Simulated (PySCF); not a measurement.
Gas-phase equilibrium of 1 mol TiCl₄, 0.14 mol O₂ at 1000 K and 1.01 bar, among 9 species (ClO, O₂, O, TiCl₄, O₃, TiOCl₂, Cl, Cl₂, TiO₂). Only gases are allowed; each row takes one source of thermochemistry for all species, and Cantera finds the minimum.

Computed with PySCF and rigid-rotor harmonic-oscillator thermochemistry at 1 bar. The comparison is the NASA 1993 polynomial table, which mixes measured and estimated data. After a fit of one offset per element over all species, the range-separated, M06-2X, PBE0/def2-QZVP and CCSD(T)/def2-TZVPP enthalpies, where run, lie to one side of the table for TiOCl₂ (-50 kJ/mol): a fault of the table's entry, another state or a shared error of the levels is possible; this was not checked at source. S°(298 K) at PBE0/def2-TZVP differs from the NASA 1993 table for TiOCl₂ (+10 J/mol/K); whether the harmonic model or the table's entry is off was not settled. † marks an energy on the PBE0/def2-TZVP geometry and frequencies; other levels use their own. Open shells (unrestricted) among the columns below: ClO (multiplicity 2, electronic degeneracy 4), O₂ (multiplicity 3), Cl (multiplicity 2, electronic degeneracy 6); the rest are closed-shell singlets. Spin-orbit splitting is ignored; it lowers the true energy and changes the entropy of ClO, Cl. The harmonic model lacks anharmonicity and excited electronic states, which grow with temperature; levels with a mode under 35 cm⁻¹ are left out. Soft modes under 120 cm⁻¹ make the harmonic entropy rough for TiCl₄, TiOCl₂. The table's entry may be an old estimate for ClO, TiOCl₂ (not checked at source).

Molecules larger than those listed are left out. Table species left out: Ti, TiCl, TiCl2, TiCl3, TiO, TiOCl.

With table thermochemistry: TiCl₄ 0.88, O₂ 0.12, TiOCl₂ 0.00018, Cl₂ 0.00018, Cl 5.2e-6, ClO 1.1e-7.

How far does the composition move with the other sources (PBE0/def2-SVP†, PBE0/def2-TZVP, r2SCAN/def2-TZVP†, LDA/def2-TZVP†)?


```
thermochemistry    x TiCl₄  x O₂  x TiOCl₂    x Cl₂    x Cl   x ClO
-----------------  -------  ----  --------  -------  ------  ------
table                 0.88  0.12   0.00018  0.00018  5.2e-6  1.1e-7
PBE0/def2-SVP†        0.88  0.12   0.00041  0.00039  3.7e-5  8.0e-9
PBE0/def2-TZVP        0.87  0.12    0.0015   0.0015  1.5e-5  2.5e-7
r2SCAN/def2-TZVP†     0.88  0.12   0.00034  0.00033  7.1e-6  1.7e-7
LDA/def2-TZVP†        0.88  0.12   0.00085  0.00085  2.9e-8  1.9e-7
```
The most sensitive of these is Cl: it spans a factor of 10^3.1 over these rows; at this temperature one factor of ten is RT ln 10 = 19 kJ/mol.
